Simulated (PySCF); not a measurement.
**Spectroscopy problems**

- σ from GIAO-PBE0/pcSseg-1
- GFN2-xTB geometry
- run in PySCF 2.14.0 with density-fitted response routines
- gas phase, rapidly exchanging positions averaged, one computed conformer, relativity neglected

Referencing at the same level of theory: TMS for ¹H and ¹³C. Splittings of carbon signals by F and P are missing where no couplings were computed. Where no couplings were computed, multiplicities follow the n + 1 count of equivalent neighbours, and m marks all less simple cases (inequivalent or close neighbours, rings, F or P nearby). Shifts are as computed. Against solution values, carbons near 30 ppm lie about +3 ppm off and those near 130 ppm about +5 ppm. Of 1211 compounds with measured shifts, 218 miss one by over three times the rms of a fit or turn the order of signals round; such compounds aren't used in these exercises.

Task: C6H7FOSi. ¹H NMR (400 MHz, computed): δ 7.56 (m, 1H), 7.03 (d, 1H), 6.97 (m, 1H), 6.54 (m, 1H), 5.14 (s, 3H). ¹³C{¹H} NMR (computed): δ 173.5 (C), 163.5 (C), 136.4 (CH), 121.1 (CH), 113.6 (CH), 106.7 (CH). Identify the compound.

Result: SMILES Fc1cccc(O[SiH3])c1. Rings plus π bonds: 4 (1 ring in the answer). 6 carbon signals for 6 carbons: no two carbons are equivalent. Carbon types of the structure: 2 × C, 4 × CH, leaving 3 H on heteroatoms. δC 173.5: aromatic carbon bearing fluorine; σ withdrawal by the attached heteroatom moves it downfield of the ring CH carbons. δC 163.5: aromatic carbon bearing oxygen; an ipso carbon deshielded by its heteroatom. δC 136.4, 121.1, 113.6, 106.7: aromatic CH. δH 7.56, 7.03, 6.97, 6.54: hydrogen on an aromatic CH.

The shifts were computed for this structure.

Task: C6H9N3. ¹H NMR (300 MHz, computed): δ 8.61 (s, 1H), 3.27 (q, 2H), 2.89 (s, 3H), 1.47 (t, 3H). ¹³C{¹H} NMR (computed): δ 176.0 (C), 161.4 (C), 153.9 (CH), 36.5 (CH2), 22.0 (CH3), 18.7 (CH3). What is it?

Result: SMILES c1nc(CC)nnc1C. The formula gives 4 degrees of unsaturation (1 ring in the answer). 6 carbon signals for 6 carbons: no two carbons are equivalent. Carbon types of the structure: 2 × C, 1 × CH, 1 × CH2, 2 × CH3, which accounts for all hydrogens. δC 176.0, 161.4: substituted aromatic carbon next to a ring nitrogen. δC 153.9: aromatic CH next to a ring nitrogen; the adjacent pyridine-type nitrogen withdraws density from it. δH 8.61: hydrogen on an aromatic CH next to a ring nitrogen; ring current plus the neighbouring ring nitrogen. δH 2.89: hydrogen on a methyl carbon on an aromatic ring; benzylic-type position, deshielded by the ring.

The data come from this structure; uniqueness wasn't tested.

Task: C4H10NOPSi2. ¹H NMR (500 MHz, computed): δ 6.90 (m, 2H), 6.03 (m, 2H), 4.75 (m, 6H). ¹³C{¹H} NMR (computed): δ 146.6 (CH), 136.4 (CH). Identify the compound.

Result: SMILES O=P1(N([SiH3])[SiH3])C=CC=C1. 2 carbon signals for 4 carbons: some carbons are equivalent by symmetry or fast rotation. Carbon types of the structure: 4 × CH, leaving 6 H on heteroatoms. δC 146.6, 136.4: alkene CH; the olefinic region. δH 6.90, 6.03: hydrogen on an alkene CH; attached to an sp2 carbon and in the plane of the double bond. δH 4.75: hydrogen on a silicon bonded to N.

The shifts were computed for this structure.
